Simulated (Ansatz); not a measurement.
Ansatz (a quantum-chemistry and plane-wave program) input file for Mo(NH)(F)2(OH)2 (F2H3MoNO2), SMILES [F][Mo]([OH])(=[NH])([F])[OH], multiplicity 1, B3LYP-D3(BJ)/def2-SVP. 

Ansatz 0.2 input:
```yaml
crystal:
  periodic: [false, false, false]
  atoms:
    - {symbol: Mo, position_ang: [0.00000000, -0.00000000, 0.01248109]}
    - {symbol: N, position_ang: [-0.00000000, 0.00000000, 1.73786693]}
    - {symbol: H, position_ang: [0.00000000, 0.00000001, 2.74505202]}
    - {symbol: F, position_ang: [1.78674470, -0.00000002, -0.40661529]}
    - {symbol: F, position_ang: [-1.78674470, 0.00000002, -0.40661529]}
    - {symbol: O, position_ang: [0.00000002, 1.70156385, -0.42655890]}
    - {symbol: H, position_ang: [0.00000003, 2.63630252, -0.64515422]}
    - {symbol: O, position_ang: [-0.00000002, -1.70156385, -0.42655890]}
    - {symbol: H, position_ang: [-0.00000002, -2.63630252, -0.64515422]}
basis:
  gaussian:
    orbitals: def2-SVP
hamiltonian:
  xc: b3lyp
  dispersion: d3bj
relax: {f_tol: 0.002, max_steps: 200}
```

It prints:

```
WARN ansatz: RAYON_NUM_THREADS=1 ignored (pool sized by the plan → 1); use --threads N
Functional definition: B3LYP
integrals: 0.08 GiB planned
1254 factors; integrals over basis functions are off by at most 5.1e-4 eV
mean field: 0.57 GiB planned
mean field evaluation 1: about -12896.6127 eV, gradient 1.1e2 eV
mean field evaluation 2: about -12736.6446 eV, gradient 2.7e2 eV
mean field evaluation 4: about -12916.2830 eV, gradient 2.7e1 eV
mean field evaluation 8: about -12917.7626 eV, gradient 7.0e-1 eV
mean field evaluation 16: about -12917.8426 eV, gradient 1.6e-4 eV
mean field -12917.84258595 eV, -474.7219590053 hartree, gradient 1.5e-5 eV, S^2 0.000000; 0 other end points of the search recorded, 0 dependent functions left out
the calculation of the forces begins
reference -12917.84290304 eV, -474.7219706583 hartree; 29, 29 occupied and 87, 87 virtual orbitals, 1254 factors
relax step   1: F+E_penalty+E_count = -12918.21034936 eV  Δ(F+E_penalty+E_count) = +0.000e0 eV  max|allowed force component| = 4.469e0 eV/Å  Δτ_max = 0.0000 Å  (33 SCF iters, accepted)
these checks for a lower state are left out or cut short: starts, cluster_reference, orbital_swaps, neighbouring_geometries, increment
integrals: 0.08 GiB planned
1254 factors; integrals over basis functions are off by at most 5.3e-4 eV
mean field: 0.56 GiB planned
[...]
these checks for a lower state are left out or cut short: starts, cluster_reference, orbital_swaps, neighbouring_geometries, increment
integrals: 0.08 GiB planned
1254 factors; integrals over basis functions are off by at most 5.5e-4 eV
mean field: 0.56 GiB planned
mean field -12918.58339953 eV, -474.7491834026 hartree, gradient 1.3e-5 eV, S^2 0.000000; 0 other end points of the search recorded, 0 dependent functions left out
the calculation of the forces begins
reference -12918.58372126 eV, -474.7491952259 hartree; 29, 29 occupied and 87, 87 virtual orbitals, 1254 factors
relax step  31: F+E_penalty+E_count = -12918.95169704 eV  Δ(F+E_penalty+E_count) = -1.529e-2 eV  max|allowed force component| = 6.674e-2 eV/Å  Δτ_max = 0.0980 Å  (36 SCF iters, accepted)
these checks for a lower state are left out or cut short: starts, cluster_reference, orbital_swaps, neighbouring_geometries, increment
integrals: 0.08 GiB planned
1254 factors; integrals over basis functions are off by at most 5.5e-4 eV
mean field: 0.56 GiB planned
mean field -12918.59464577 eV, -474.7495966940 hartree, gradient 1.4e-5 eV, S^2 0.000000; 0 other end points of the search recorded, 0 dependent functions left out
the calculation of the forces begins
reference -12918.59496773 eV, -474.7496085258 hartree; 29, 29 occupied and 87, 87 virtual orbitals, 1254 factors
relax step  32: F+E_penalty+E_count = -12918.96317065 eV  Δ(F+E_penalty+E_count) = -1.147e-2 eV  max|allowed force component| = 8.947e-2 eV/Å  Δτ_max = 0.0903 Å  (35 SCF iters, accepted)
these checks for a lower state are left out or cut short: starts, cluster_reference, orbital_swaps, neighbouring_geometries, increment
integrals: 0.08 GiB planned
1254 factors; integrals over basis functions are off by at most 5.6e-4 eV
mean field: 0.56 GiB planned
mean field -12918.59732828 eV, -474.7496952746 hartree, gradient 2.3e-5 eV, S^2 0.000000; 0 other end points of the search recorded, 0 dependent functions left out
the calculation of the forces begins
reference -12918.59764969 eV, -474.7497070862 hartree; 29, 29 occupied and 87, 87 virtual orbitals, 1254 factors
relax step  33: F+E_penalty+E_count = -12918.96542163 eV  Δ(F+E_penalty+E_count) = -2.251e-3 eV  max|allowed force component| = 1.668e-1 eV/Å  Δτ_max = 0.1404 Å  (35 SCF iters, accepted)
these checks for a lower state are left out or cut short: starts, cluster_reference, orbital_swaps, neighbouring_geometries, increment
integrals: 0.08 GiB planned
1254 factors; integrals over basis functions are off by at most 5.5e-4 eV
mean field: 0.56 GiB planned
mean field evaluation 256: about -12918.6012 eV, gradient 1.6e-5 eV
mean field -12918.60123513 eV, -474.7498388486 hartree, gradient 1.6e-5 eV, S^2 0.000000; 0 other end points of the search recorded, 0 dependent functions left out
the calculation of the forces begins
reference -12918.60155618 eV, -474.7498506469 hartree; 29, 29 occupied and 87, 87 virtual orbitals, 1254 factors
relax step  34: F+E_penalty+E_count = -12918.96996457 eV  Δ(F+E_penalty+E_count) = -4.543e-3 eV  max|allowed force component| = 3.709e-2 eV/Å  Δτ_max = 0.0430 Å  (37 SCF iters, accepted)
these checks for a lower state are left out or cut short: starts, cluster_reference, orbital_swaps, neighbouring_geometries, increment
integrals: 0.08 GiB planned
1254 factors; integrals over basis functions are off by at most 5.5e-4 eV
mean field: 0.56 GiB planned
mean field -12918.60159253 eV, -474.7498519829 hartree, gradient 1.3e-5 eV, S^2 0.000000; 0 other end points of the search recorded, 0 dependent functions left out
the calculation of the forces begins
reference -12918.60191342 eV, -474.7498637752 hartree; 29, 29 occupied and 87, 87 virtual orbitals, 1254 factors
relax step  35: F+E_penalty+E_count = -12918.97034472 eV  Δ(F+E_penalty+E_count) = -3.801e-4 eV  max|allowed force component| = 1.451e-2 eV/Å  Δτ_max = 0.0164 Å  (37 SCF iters, accepted)
these checks for a lower state are left out or cut short: starts, cluster_reference, orbital_swaps, neighbouring_geometries, increment
integrals: 0.08 GiB planned
1254 factors; integrals over basis functions are off by at most 5.5e-4 eV
mean field: 0.56 GiB planned
mean field -12918.60161343 eV, -474.7498527507 hartree, gradient 1.3e-5 eV, S^2 0.000000; 0 other end points of the search recorded, 0 dependent functions left out
the calculation of the forces begins
reference -12918.60193419 eV, -474.7498645384 hartree; 29, 29 occupied and 87, 87 virtual orbitals, 1254 factors
relax step  36: F+E_penalty+E_count = -12918.97032136 eV  Δ(F+E_penalty+E_count) = +2.336e-5 eV  max|allowed force component| = 5.833e-2 eV/Å  Δτ_max = 0.0126 Å  (37 SCF iters, rejected (line search))
these checks for a lower state are left out or cut short: starts, cluster_reference, orbital_swaps, neighbouring_geometries, increment
integrals: 0.08 GiB planned
1254 factors; integrals over basis functions are off by at most 5.5e-4 eV
mean field: 0.56 GiB planned
mean field -12918.60167282 eV, -474.7498549333 hartree, gradient 2.1e-5 eV, S^2 0.000000; 0 other end points of the search recorded, 0 dependent functions left out
the calculation of the forces begins
reference -12918.60199362 eV, -474.7498667227 hartree; 29, 29 occupied and 87, 87 virtual orbitals, 1254 factors
relax step  37: F+E_penalty+E_count = -12918.97041281 eV  Δ(F+E_penalty+E_count) = -6.809e-5 eV  max|allowed force component| = 3.370e-2 eV/Å  Δτ_max = 0.0061 Å  (29 SCF iters, accepted)
these checks for a lower state are left out or cut short: starts, cluster_reference, orbital_swaps, neighbouring_geometries, increment
integrals: 0.08 GiB planned
1254 factors; integrals over basis functions are off by at most 5.5e-4 eV
mean field: 0.56 GiB planned
mean field -12918.60180386 eV, -474.7498597490 hartree, gradient 1.3e-5 eV, S^2 0.000000; 0 other end points of the search recorded, 0 dependent functions left out
the calculation of the forces begins
reference -12918.60212455 eV, -474.7498715342 hartree; 29, 29 occupied and 87, 87 virtual orbitals, 1254 factors
relax step  38: F+E_penalty+E_count = -12918.97041055 eV  Δ(F+E_penalty+E_count) = +2.254e-6 eV  max|allowed force component| = 1.783e-2 eV/Å  Δτ_max = 0.0127 Å  (37 SCF iters, rejected (line search))
these checks for a lower state are left out or cut short: starts, cluster_reference, orbital_swaps, neighbouring_geometries, increment
integrals: 0.08 GiB planned
1254 factors; integrals over basis functions are off by at most 5.5e-4 eV
mean field: 0.56 GiB planned
mean field evaluation 288: about -12918.6018 eV, gradient 1.6e-5 eV
mean field -12918.60176312 eV, -474.7498582520 hartree, gradient 1.6e-5 eV, S^2 0.000000; 0 other end points of the search recorded, 0 dependent functions left out
the calculation of the forces begins
reference -12918.60208388 eV, -474.7498700397 hartree; 29, 29 occupied and 87, 87 virtual orbitals, 1254 factors
relax step  39: F+E_penalty+E_count = -12918.97045851 eV  Δ(F+E_penalty+E_count) = -4.570e-5 eV  max|allowed force component| = 4.660e-3 eV/Å  Δτ_max = 0.0063 Å  (29 SCF iters, accepted)
these checks for a lower state are left out or cut short: starts, cluster_reference, orbital_swaps, neighbouring_geometries, increment
integrals: 0.08 GiB planned
1254 factors; integrals over basis functions are off by at most 5.5e-4 eV
mean field: 0.56 GiB planned
mean field -12918.60179010 eV, -474.7498592432 hartree, gradient 9.9e-6 eV, S^2 0.000000; 0 other end points of the search recorded, 0 dependent functions left out
the calculation of the forces begins
reference -12918.60211083 eV, -474.7498710299 hartree; 29, 29 occupied and 87, 87 virtual orbitals, 1254 factors
relax step  40: F+E_penalty+E_count = -12918.97046210 eV  Δ(F+E_penalty+E_count) = -3.589e-6 eV  max|allowed force component| = 6.375e-3 eV/Å  Δτ_max = 0.0040 Å  (29 SCF iters, accepted)
these checks for a lower state are left out or cut short: starts, cluster_reference, orbital_swaps, neighbouring_geometries, increment
integrals: 0.08 GiB planned
1254 factors; integrals over basis functions are off by at most 5.5e-4 eV
mean field: 0.57 GiB planned
mean field -12918.60177537 eV, -474.7498587019 hartree, gradient 1.2e-5 eV, S^2 0.000000; 0 other end points of the search recorded, 0 dependent functions left out
the calculation of the forces begins
reference -12918.60209609 eV, -474.7498704882 hartree; 29, 29 occupied and 87, 87 virtual orbitals, 1254 factors
relax step  41: F+E_penalty+E_count = -12918.97046307 eV  Δ(F+E_penalty+E_count) = -9.756e-7 eV  max|allowed force component| = 4.399e-3 eV/Å  Δτ_max = 0.0019 Å  (28 SCF iters, accepted)
these checks for a lower state are left out or cut short: starts, cluster_reference, orbital_swaps, neighbouring_geometries, increment
integrals: 0.08 GiB planned
1254 factors; integrals over basis functions are off by at most 5.5e-4 eV
mean field: 0.56 GiB planned
mean field -12918.60178579 eV, -474.7498590849 hartree, gradient 4.6e-5 eV, S^2 0.000000; 0 other end points of the search recorded, 0 dependent functions left out
the calculation of the forces begins
reference -12918.60210650 eV, -474.7498708710 hartree; 29, 29 occupied and 87, 87 virtual orbitals, 1254 factors
relax step  42: F+E_penalty+E_count = -12918.97046541 eV  Δ(F+E_penalty+E_count) = -2.339e-6 eV  max|allowed force component| = 6.415e-4 eV/Å  Δτ_max = 0.0009 Å  (24 SCF iters, accepted)
integrals: 0.08 GiB planned
1254 factors; integrals over basis functions are off by at most 5.5e-4 eV
mean field: 0.56 GiB planned
mean field evaluation 320: about -12918.6018 eV, gradient 2.7e-2 eV
mean field -12918.60178579 eV, -474.7498590849 hartree, gradient 4.6e-5 eV, S^2 0.000000; 1 other end points of the search recorded, 0 dependent functions left out
the calculation of the forces begins
reference -12918.60210650 eV, -474.7498708710 hartree; 29, 29 occupied and 87, 87 virtual orbitals, 1254 factors
Total energy: -12918.97078613 eV, -474.7634195973 hartree
Atom 0 at     0.172476     0.004565     0.024846 Å, force    -0.000218     0.000166     0.000059 eV/Å
Atom 1 at     0.110492    -0.184551     1.714200 Å, force     0.000539    -0.000265    -0.000642 eV/Å
Atom 2 at     0.050901    -0.010908     2.716136 Å, force    -0.000401     0.000175     0.000163 eV/Å
Atom 3 at     2.012464     0.060822    -0.278690 Å, force    -0.000006    -0.000549     0.000077 eV/Å
Atom 4 at    -1.692619     0.228814    -0.274129 Å, force    -0.000077     0.000353     0.000180 eV/Å
Atom 5 at     0.200292     1.813914    -0.546352 Å, force     0.000241     0.000262     0.000046 eV/Å
Atom 6 at    -0.648610     2.259189    -0.688306 Å, force    -0.000512    -0.000374     0.000078 eV/Å
Atom 7 at     0.028159    -1.675871    -0.785645 Å, force     0.000469    -0.000316    -0.000077 eV/Å
Atom 8 at    -0.233556    -2.495975    -0.343317 Å, force    -0.000034     0.000547     0.000115 eV/Å
Dipole moment:    -0.305359    -0.229838     0.550087 e Å
```

The run converged.

Cost: roughly 4 core-minutes.
